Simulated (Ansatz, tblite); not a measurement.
Isomers of Mg4Zn2⁺ (doublet), found by a short tight-binding search and relaxed with r2SCAN/def2-SVP in Ansatz.

The xTB rows come from tblite. HSE06 is defined as in plane-wave codes, on full-range PBE exchange. Correlated methods freeze 22 core orbitals; core or outer-core shells of Mg are correlated, in sets that lack core-valence functions. In CCSD on the charge 1 doublet the largest single amplitude is 0.18, so its Hartree–Fock determinant may place the open shell otherwise than the density functionals do.

Run but left out: HF/STO-3G, HF/def2-SVP, HF/def2-TZVP, MP2/def2-SVP, MP2/def2-TZVP (A: ⟨S²⟩ 1.20 to 5.02, where a pure state has 0.75).

A: At CCSD(T)/def2-SVP the charge 1 doublet is spin-contaminated (final ⟨S²⟩ up to 1.20, 0.75 for a pure state). B: At r2SCAN/def2-TZVP, B2PLYP/def2-TZVP, CCSD(T)/def2-SVP the charge 1 doublet is spin-contaminated (final ⟨S²⟩ up to 1.08, 0.75 for a pure state). C: At CCSD(T)/def2-SVP the charge 1 doublet is spin-contaminated (final ⟨S²⟩ up to 1.04, 0.75 for a pure state).

Other spin states weren't relaxed.

A:

```xyz
6

Mg   -1.746   -0.117    1.246
Mg    1.316   -0.158    1.696
Mg    0.052    2.093   -0.192
Mg    0.457    1.174   -3.063
Zn    0.108   -0.639   -0.795
Zn   -0.187   -2.353    1.108
```

B:

```
atom   x (Å)   y (Å)   z (Å)
 Mg1   1.087  -4.438  -0.342
 Mg2  -1.107   3.135   0.663
 Mg3   0.804   1.438  -1.332
 Mg4   0.359  -1.512  -0.102
 Zn5  -1.535   0.511  -0.215
 Zn6   0.391   0.865   1.329
```

C:

| atom | x (Å) | y (Å) | z (Å) |
| --- | --- | --- | --- |
| Mg1 | -0.3807 | -1.2897 | -1.6498 |
| Mg2 | -0.8376 | 1.1737 | 0.2596 |
| Mg3 | 0.3847 | -1.4415 | 1.3965 |
| Mg4 | 0.5640 | 1.4857 | -2.5210 |
| Zn5 | 1.6601 | 0.1037 | -0.4950 |
| Zn6 | -1.3904 | -0.0319 | 3.0098 |

Question: Estimate their order by electronic energy at PBE0/def2-TZVP, counted from the lowest.

Answer: B (0.0) < C (15.0) < A (23.0), in kJ/mol.

Question: Do the other levels pick the same lowest one?

Answer: All that were run do. Energies above each level's lowest (kJ/mol):

```json
{"level": "GFN1-xTB", "A": "25.6", "B": "0.0", "C": "4.6"}
{"level": "GFN2-xTB", "A": "8.4", "B": "0.0", "C": "0.1"}
{"level": "PBE/def2-SVP", "A": "24.0", "B": "0.0", "C": "23.2"}
{"level": "PBE/def2-TZVP", "A": "19.1", "B": "0.0", "C": "13.4"}
{"level": "r2SCAN/def2-TZVP", "A": "23.4", "B": "0.0", "C": "19.9"}
{"level": "PBE0/def2-SVP", "A": "26.9", "B": "0.0", "C": "22.0"}
{"level": "PBE0/def2-TZVP", "A": "23.0", "B": "0.0", "C": "15.0"}
{"level": "HSE06/def2-TZVP", "A": "22.6", "B": "0.0", "C": "14.7"}
{"level": "BHLYP/def2-TZVP", "A": "36.1", "B": "0.0", "C": "24.8"}
{"level": "B2PLYP/def2-TZVP", "A": "29.3", "B": "0.0", "C": "24.2"}
{"level": "CCSD/def2-SVP", "A": "38.3", "B": "0.0", "C": "21.1"}
{"level": "CCSD(T)/def2-SVP", "A": "32.2", "B": "0.0", "C": "17.5"}
```
Point groups (tolerance 0.1 Å): A Cs, B Cs, C not assigned. Lower isomers may exist.
